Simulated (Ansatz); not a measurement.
`[OH][Mo]([OH])([OH])(=[S])[Cl]` + `[OH][Ti]([F])([F])[Cl]` → `[OH][Mo]([OH])(=[S])([Cl])[Cl]` + `[OH][Ti]([OH])([F])[F]`  (redistribution)

Computed with Ansatz on PBE0-D4/def2-TZVP structures; ΔE is electronic, products minus reactants. CBS: MP2 limit from def2 TZ/QZ plus the TZ coupled-cluster correction, frozen cores. DFT in def2-TZVPP. Elements past krypton have def2 core potentials. For Mo, Ti outer-core shells are correlated without core-valence functions, which leaves a few kJ/mol of doubt a bond. Scalar relativity is left out up to krypton. Each species was taken in one conformer, which may not be the lowest.

| level | ΔE (kJ/mol) |
| --- | --- |
| ωB97X-V | 0.6 |
| B2PLYP | -7.2 |
| PBE-QIDH | -7.7 |
| MP2/def2-SVP | -19.5 |
| CCSD(T)/def2-SVP | -9.5 |
| MP2/def2-TZVPP | -18.9 |
| SCS-MP2/def2-TZVPP | -16.2 |
| CCSD(T)/def2-TZVPP | -6.3 |

(1) What does CCSD(T)/CBS give? (Estimate.)

Largest T1 diagnostic among the species: 0.024, so the coupled-cluster value is less sure than usual.

## Answers

(1) The calculation gave: -8.5 kJ/mol. The listed levels differ from it by 9.1, 1.3, 0.8, -11.0, -1.0, -10.4, -7.7, 2.2 kJ/mol.

In def2-TZVPP, CCSD(T) changes the Hartree–Fock value by −4.7 kJ/mol (the triples alone add +1.4 kJ/mol) and MP2 by −17.3 kJ/mol. Leaving LDA and LC-ωPBE aside and taking each functional with its dispersion term where it has one, the values, not all of them listed here, spread over 10.2 kJ/mol, from PBE-QIDH to B97M-V.

CCSD(T)/CBS has its own doubt, a few kJ/mol and more with outer-core shells, so smaller differences from it don't rank the levels.
